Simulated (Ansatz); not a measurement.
C4H9KO, singlet, geometry from GFN2-xTB (such geometries of metal compounds can be far from the true shape); PBE/6-31G run with Ansatz (a first-principles code).

Ansatz was given this input:
Ansatz 0.2 input:
```yaml
crystal:
  periodic: [false, false, false]
  atoms:
    - {symbol: K, position_ang: [1.42150951, 1.48499079, 0.73572327]}
    - {symbol: O, position_ang: [-0.31261562, 0.24102951, 0.76644815]}
    - {symbol: C, position_ang: [-0.61612927, -0.60075879, -0.24875327]}
    - {symbol: C, position_ang: [0.48404431, -1.66485134, -0.47729857]}
    - {symbol: C, position_ang: [-1.93081770, -1.35373098, 0.08543984]}
    - {symbol: C, position_ang: [-0.83564189, 0.14746532, -1.58549659]}
    - {symbol: H, position_ang: [0.19566226, -2.36992852, -1.25270589]}
    - {symbol: H, position_ang: [0.65150206, -2.20641898, 0.45048608]}
    - {symbol: H, position_ang: [1.41971964, -1.17615587, -0.77285994]}
    - {symbol: H, position_ang: [-1.79500257, -1.90315599, 1.01177710]}
    - {symbol: H, position_ang: [-2.20560725, -2.04063305, -0.71067068]}
    - {symbol: H, position_ang: [-2.72408869, -0.62724793, 0.23158299]}
    - {symbol: H, position_ang: [0.09092361, 0.64867127, -1.88870787]}
    - {symbol: H, position_ang: [-1.60956039, 0.89868371, -1.44822660]}
    - {symbol: H, position_ang: [-1.14003719, -0.53562096, -2.37435093]}
basis:
  gaussian:
    orbitals: 6-31G
hamiltonian:
  xc: pbe
```

What the program printed (banner, timings and long lists left out):

```
Functional definition: PBE
1164 factors; integrals over basis functions are off by at most 1.9e-4 eV
mean field evaluation 1: about -22633.1863 eV, gradient 8.6e1 eV
mean field evaluation 2: about -22364.8431 eV, gradient 2.2e2 eV
mean field evaluation 4: about -22647.4101 eV, gradient 3.6e1 eV
mean field evaluation 8: about -22650.6133 eV, gradient 1.7e-1 eV
mean field evaluation 16: about -22650.5816 eV, gradient 6.9e-5 eV
mean field -22650.58155942 eV, -832.3935191931 hartree, gradient 1.6e-5 eV, S^2 0.000000; 0 other end points of the search recorded, 0 dependent functions left out
reference -22650.58166099 eV, -832.3935229258 hartree; 30, 30 occupied and 62, 62 virtual orbitals, 1164 factors
Total energy: -22650.58166099 eV, -832.3935229258 hartree
```
